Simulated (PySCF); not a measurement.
CH4Cl2GaN, SMILES [Cl][Ga]([Cl])[NH]C. Atoms are numbered in the order given.

```xyz
9

Ga     0.0741     0.1188     0.0000
Cl     0.6772     2.1791     0.0000
Cl    -2.0165    -0.3826     0.0000
N      1.2990    -1.2023     0.0000
C      1.0385    -2.6308     0.0000
H      2.2817    -0.9471     0.0000
H      1.4559    -3.1318    -0.8928
H      1.4559    -3.1318     0.8928
H     -0.0466    -2.8133     0.0000
```

Geometry optimised at B3LYP-D3(BJ)/def2-SVP. The structure was generated by enumeration; whether it is a known compound was not checked. Other conformers were not sampled.

The numbers are results of B3LYP-D3(BJ)/def2-SVP (PySCF), not measurements.

Frequencies are harmonic and unscaled.

| mode | ν (cm⁻¹) | IR (km/mol) | moving atoms (share of kinetic energy) |
|---|---|---|---|
| 1 | 94 | 1.9 | Cl 34 %, C 34 %, H 16 %, Ga 13 % |
| 2 | 97 | 0.0 | C 24 %, H 21 %, Ga 19 %, N 19 %, Cl 18 % |
| 3 | 123 | 7.8 | Cl 74 %, Ga 19 % |
| 4 | 135 | 13.8 | H 50 %, N 24 %, Ga 20 % |
| 5 | 156 | 4.1 | H 53 %, Ga 19 %, N 17 %, Cl 10 % |
| 6 | 301 | 4.5 | C 33 %, N 29 %, H 19 %, Cl 14 % |
| 7 | 392 | 17.2 | Cl 77 %, Ga 14 % |
| 8 | 453 | 82.8 | Cl 55 %, Ga 45 % |
| 9 | 460 | 82.2 | H 93 % |
| 10 | 664 | 54.7 | N 52 %, Ga 21 %, H 16 %, C 10 % |
| 11 | 1088 | 6.8 | H 85 %, C 11 % |
| 12 | 1134 | 0.0 | H 77 %, C 18 % |
| 13 | 1139 | 113.1 | N 46 %, C 37 %, H 17 % |
| 14 | 1378 | 24.0 | H 68 %, N 22 %, C 10 % |
| 15 | 1452 | 22.0 | H 86 %, C 14 % |
| 16 | 1467 | 2.1 | H 97 % |
| 17 | 1492 | 5.1 | H 96 % |
| 18 | 2991 | 92.7 | H 97 % |
| 19 | 3048 | 36.6 | H 90 %, C 10 % |
| 20 | 3115 | 9.9 | H 91 %, C 9 % |
| 21 | 3596 | 27.0 | H 93 % |
